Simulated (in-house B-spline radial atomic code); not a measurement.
The numbers below are computed, except where a source is named.
Softness against transferability: the 2s channel of O

O, [He] 2s2 2p4, non-relativistic LDA (VWN5), spherical and spin-unpolarised, from an all-electron radial atomic-structure program (B-spline basis) (atomic units). The all-electron 2s level is ε = -0.871362 hartree, its outermost node lies just inside 0.29 bohr and its outer maximum at 0.87 bohr.

Troullier-Martins pseudo-orbitals are made for several radii. The cutoffs (hartree) are the plane-wave energies beyond which the orbital holds less than the named kinetic energy per electron. The phase error is the difference, pseudo minus all-electron, of arctan(R P'/P) at R = 1.52 bohr for all radii, half a hartree below and above the level.

```json
{"r_c (bohr)": "0.65", "V_l(0) (hartree)": "1.90", "cutoff for 10 mEh": "27.7", "for 1 mEh": "86.1", "for 0.1 mEh": "181", "phase error at ε − 0.5 (mrad)": "-0.7", "at ε + 0.5 (mrad)": "-0.3"}
{"r_c (bohr)": "0.76", "V_l(0) (hartree)": "5.86", "cutoff for 10 mEh": "27.7", "for 1 mEh": "72", "for 0.1 mEh": "103", "phase error at ε − 0.5 (mrad)": "-0.6", "at ε + 0.5 (mrad)": "-0.3"}
{"r_c (bohr)": "0.87", "V_l(0) (hartree)": "4.00", "cutoff for 10 mEh": "25.6", "for 1 mEh": "66.8", "for 0.1 mEh": "94.1", "phase error at ε − 0.5 (mrad)": "-0.7", "at ε + 0.5 (mrad)": "-0.3"}
{"r_c (bohr)": "0.99", "V_l(0) (hartree)": "1.65", "cutoff for 10 mEh": "21.8", "for 1 mEh": "54.1", "for 0.1 mEh": "76.9", "phase error at ε − 0.5 (mrad)": "-1.3", "at ε + 0.5 (mrad)": "-0.6"}
{"r_c (bohr)": "1.1", "V_l(0) (hartree)": "0.12", "cutoff for 10 mEh": "18.2", "for 1 mEh": "40.5", "for 0.1 mEh": "63.2", "phase error at ε − 0.5 (mrad)": "-2.3", "at ε + 0.5 (mrad)": "-1.0"}
{"r_c (bohr)": "1.22", "V_l(0) (hartree)": "-0.97", "cutoff for 10 mEh": "14.2", "for 1 mEh": "23.7", "for 0.1 mEh": "51.2", "phase error at ε − 0.5 (mrad)": "-4.1", "at ε + 0.5 (mrad)": "-1.8"}
```

Task: Which radius needs the lowest cutoff for 0.1 mEh while both phase errors stay within 1.4 mrad?

Result: The radii within that limit are 0.65, 0.76, 0.87, 0.99 bohr; of these r_c = 0.99 needs the least, 76.9 hartree, that is 154 Ry or 2093 eV.

Task: What does the larger radius buy, and what does it cost?

Result: From r_c = 0.65 to 1.22 bohr the cutoff for 1 mEh goes from 86.1 to 23.7 hartree, a factor of 3.63, against 3.52 for a pure 1/r_c² scaling, end to end; step by step it is 86.1, 72, 66.8, 54.1, 40.5, 23.7, and for 0.1 mEh 181, 103, 94.1, 76.9, 63.2, 51.2; the number of plane waves goes as the cutoff to the power 3/2, here a factor of 6.9. The larger of the two phase errors is least at r_c = 0.76 bohr, 0.6 mrad; it is 0.7 at the smallest radius and 4.1 at the largest. These errors test the reference atom alone. Large radii also let the cores of neighbours overlap, which an atom doesn't show.
